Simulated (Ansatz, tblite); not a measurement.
Cost and result up the ladder for `CCCCCCCC[Si](O)(O)O` (32 atoms). Charge 0, multiplicity 1. Geometry: PBE-D4/def2-SVP.

Ansatz on 4 threads of Arm Neoverse V2 on a shared host; xTB runs through tblite on one thread. Times are rough, summed over both states, and most runs start from the orbitals of an earlier one. PBE0-D4/def2-SVP serves as the yardstick here, not as an exact answer. The other state is a triplet.

The xTB rows come from tblite. HOMO above LUMO, or a gap near zero within one spin, warns that the state may not be the lowest or that an electron is smeared out.

xTB has no spin-polarisation term.

| level | functions | wall time |
| --- | --- | --- |
| GFN2-xTB | 73 | 0.039 s |
| GFN1-xTB | 93 | 0.05 s |
| PBE-D4/def2-SVP | 272 | 20 s |
| PBE0-D4/def2-SVP | 272 | 38 s |

(1) Estimate what each level gives for the vertical triplet (eV).

## Answers

(1) 
```
           level  vertical triplet (eV)  difference from PBE0-D4/def2-SVP (eV)                                  remarks
        GFN2-xTB                   8.33                                   0.64                                        –
        GFN1-xTB                   8.01                                   0.31                                        –
 PBE-D4/def2-SVP                   6.76                                  -0.94  gap within one spin near zero (triplet)
PBE0-D4/def2-SVP                   7.70                                   0.00                                        –
```
